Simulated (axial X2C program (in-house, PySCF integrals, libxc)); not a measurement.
**GeS⁻: from the spin-free to the two-component result**

Computed with an in-house all-electron X2C program for linear molecules (integrals from PySCF). Spin-free means the one-electron spin-free X2C Hamiltonian; two-component (2c) means X2C with spin–orbit coupling and atomic mean-field two-electron Coulomb and Gaunt terms, so the difference of the two also holds small scalar two-electron terms. Basis: Ge dyall-acv3z [10s10p8d5f1g], S dyall-av3z [9s8p3d2f] (cores contracted in-house); Gaussian nuclei, density fitting, unrestricted open shells. Masses: Ge 73.921 u, S 31.972 u.

Spin-free state: M_S = 1/2, Λ = 1 (beyond evenly filled blocks: π+α); fragments Ge + S-.

| level | Re (Å) | ωe (cm⁻¹) | De (eV) | μ (D) |
| --- | --- | --- | --- | --- |
| PBE0 | 2.111 | 474.4 | 4.169 | -1.90 |
| PBE50 | 2.092 | 498.3 | 4.008 | -2.16 |

Dipoles are positive if S is the positive end and refer to the centre of mass.

Task: Within this multiplet, which Ω should lie lowest by the rule for regular and inverted multiplets?

Result: The open π shell holds one electron, so the multiplet is regular: Ω = Λ − 1/2 = 1/2. The PBE0 2c search agrees, though Ω = 3/2 of the search lies only 0.08 eV higher.

Two-component determinant lowest at the distance of the search:

Ω = 1/2 (⟨Sz⟩ = -0.50, ⟨Lz⟩ = 1.00 at PBE0); fragments Ge + S-.

```csv
level,Re (Å),ωe (cm⁻¹),μ (D)
PBE0,2.113,473.5,-1.98
PBE50,2.094,497.4,-2.23
```

Task: From the two tables, how do the constants change at the PBE0 level (2c against spin-free)?

Result: At the PBE0 level Re rises by 0.002 Å and ωe drops by 0.9 cm⁻¹.

One determinant describes the state; a PBE0 search over occupations chose it and may have missed a lower one. De is counted from the lowest determinant-based energies of the atoms at the same level, without counterpoise correction. De is not given where an atomic determinant may have missed its ground term or J level, or where the truncated virtual space spoils (T). Density functionals use the spin component along the axis (collinear). The functionals have no current-density term, which raises determinants with orbital currents, atoms included. The highest occupied level of some functionals is positive through self-interaction error; at Hartree–Fock it is bound.
